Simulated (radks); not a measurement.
Values are calculated unless marked as measured or tabulated.
Q: Species: Yb. Configuration: [Xe] 4f14 6s2. Code: a radial shooting solver on a logarithmic mesh with Libxc functionals. Model: scalar-relativistic Kohn-Sham, SCAN, spin-polarised, spherical densities, finite nucleus; meta-GGA in the generalised Kohn-Sham scheme; Fermi nuclear charge, rms radius 5.3108 fm. Some entries of the table are withheld. Estimate them.

orbital,occ.,eigenvalue (eV),r(max) (bohr),<1/r> (bohr^-1)
1s,2,-61310.65,0.01237,(1)
2s,2,-10412.08,0.07051,18.82
2p,6,(2),0.05756,17.26
3s,2,-2357.550,0.1991,6.960
3p,6,-1981.445,(3),(4)
3d,10,-1523.269,0.1605,6.120
4s,2,-468.5745,(5),2.931
4p,6,-344.5561,0.4764,2.677
4d,10,-180.8864,0.4912,2.365
5s,2,-55.6083,1.064,1.098
5p,6,-27.6861,(6),0.8981
6s,2,-4.0815,3.264,0.3215
4f,14,-3.0621,0.4837,1.731

A: 
(1) 1s <1/r> (bohr^-1): 80.62
(2) 2p eigenvalue (eV): -9172.817
(3) 3p r(max) (bohr): 0.1964
(4) 3p <1/r> (bohr^-1): 6.471
(5) 4s r(max) (bohr): 0.4554
(6) 5p r(max) (bohr): 1.232
